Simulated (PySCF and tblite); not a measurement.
Results of a calculation; reference values are marked as such.
4 diastereomers of C4H14Cl2O2Si4, numbered alike:

```csv
isomer,SMILES,descriptors (one enantiomer)
A,[CH2:1]=[CH:2][Si@@H:3]([Si@H:4]([OH:5])[Cl:6])[Si@@H:7]([O:8][CH3:9])[Si@H:10]([CH3:11])[Cl:12],"3R, 4S, 7R, 10S"
B,[CH2:1]=[CH:2][Si@H:3]([Si@@H:4]([OH:5])[Cl:6])[Si@H:7]([O:8][CH3:9])[Si@H:10]([CH3:11])[Cl:12],"3S, 4R, 7S, 10S"
C,[CH2:1]=[CH:2][Si@H:3]([Si@H:4]([OH:5])[Cl:6])[Si@@H:7]([O:8][CH3:9])[Si@H:10]([CH3:11])[Cl:12],"3S, 4S, 7R, 10S"
D,[CH2:1]=[CH:2][Si@H:3]([Si@H:4]([OH:5])[Cl:6])[Si@H:7]([O:8][CH3:9])[Si@H:10]([CH3:11])[Cl:12],"3S, 4S, 7S, 10S"
```

Each isomer is a Boltzmann average at 298.15 K over at most 4 conformers: GFN2-xTB geometries, energies PBE0/6-31G* (D3(BJ) added where defined), GFN2-xTB thermal terms. Programs: PySCF with density fitting and tblite.

(1) Rank the isomers by free energy at 298.15 K.

(2) If they could interconvert freely, what would the mixture hold (chiral isomers as racemates)?

The conformer set may be incomplete (the search or the number kept was capped).

Results:

(1) 
| isomer | ΔG (kcal/mol) | ΔE, lowest conformer | conformers | largest weight % | rms dipole (D) |
| --- | --- | --- | --- | --- | --- |
| D | 0.0 | 0.0 | 4 | 52 | 3.47 |
| B | 0.3 | 0.3 | 4 | 72 | 4.32 |
| C | 1.1 | 1.1 | 4 | 49 | 4.30 |
| A | 1.5 | 1.9 | 4 | 48 | 4.33 |

ΔG is for one enantiomer.

(2) D 55 %, B 32 %, C 9 %, A 5 %. A racemate gains RT ln 2.
